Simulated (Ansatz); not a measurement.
Reactions of C$_{4}$H$_{7}$FO, SMILES `CCC=C(O)F`.

Computed with Ansatz on PBE0-D4/def2-TZVP structures; ΔE is electronic, products minus reactants. CCSD(T)/CBS adds triple-zeta CCSD(T) − MP2 to the extrapolated MP2 energy (def2 sets, frozen cores). This one scheme is used for every species, atoms too. Double bonds are as drawn, so ΔE can hold a change between cis and trans. No spin–orbit coupling; open shells (•) take unrestricted orbitals. Spin–orbit coupling would lower the free atoms: a little for C, F, O. Each species was taken in one conformer, which may not be the lowest.

Order these by ΔE at CCSD(T)/CBS, lowest first. (An estimate is asked.)
A. `CC/C=C(/O)F` + `[SiH3]SS` → `CCSS[SiH3]` + `C=C(O)F`
B. `CC/C=C(/O)F` → 4 C• + F• + 7 H• + O•
C. `CC/C=C(/O)F` + H₂O → `O/C=C(\O)F` + `CC`
D. `CC/C=C(/O)F` → `CC(C)(F)C=O`
E. `CC/C=C(/O)F` → `C=COC(C)F`
F. `CC/C=C(/O)F` → `C/C=C(\F)OC`

D (-8.9 kcal/mol), A (-2.2 kcal/mol), E (+3.4 kcal/mol), F (+10.9 kcal/mol), C (+13.7 kcal/mol), B (+1269.5 kcal/mol).

Largest T1 diagnostic: 0.013, for `CC(C)(F)C=O`.
